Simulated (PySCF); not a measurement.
A geometry optimisation on `[GeH3][Cl]`.

Method: PBE0-D3(BJ)/def2-SVP geometry optimisation, gas phase (PySCF 2.14.0). Start geometry: GFN2-xTB. The input is one job of a driver script: a line of settings, then coordinates in Å.

Input:
```
{"job": {"xc": "PBE0", "basis": "def2-SVP", "d3": "d3bj", "grid": 1, "maxiter": 30, "shake": 0.01, "kind": "geom"}, "charge": 0, "multiplicity": 1}
Cl     1.978530    -0.083690     0.111630
Ge    -0.128400    -0.000200    -0.012770
H     -0.719620    -0.544440     1.253210
H     -0.524360     1.429470    -0.204350
H     -0.572580    -0.835120    -1.185610
```

Output:
```
step   0  E = -2538.21049375  max force = 0.017998
step   1  E = -2538.21243731  max force = 0.005830
step   2  E = -2538.21269631  max force = 0.002394
step   3  E = -2538.21270758  max force = 0.000789
step   4  E = -2538.21270850  max force = 0.000146
optimisation converged
```

Energies in Eh; «max force» is the largest Cartesian gradient component in Eh/bohr.

Question: Give the first gradient maximum in eV/Å.

Answer: With 1 Eh/bohr = 51.422 eV/Å, 0.925 eV/Å.

Summary of the converged run: final energy -2538.21271 Eh after 4 steps; dipole 1.96 D.

Question: Give the final coordinates.

Answer: 0.038 Å rms from the input after alignment:
```
atom  x, y, z in Å
Cl1    2.3081    0.0708    0.1156
Ge2    0.1553    0.2092   -0.0472
H3    -0.4382   -0.3399    1.2569
H4    -0.1977    1.6895   -0.2452
H5    -0.2685   -0.6352   -1.2564
```

Time: 5.1 s wall; peak memory 0.30 GiB. Hardware: one thread, Arm Neoverse V2 (aarch64), shared host with 192 logical CPUs at a one-minute load of 53.
Labels such as C1 count atoms from 1, the log's own numbers from 0.
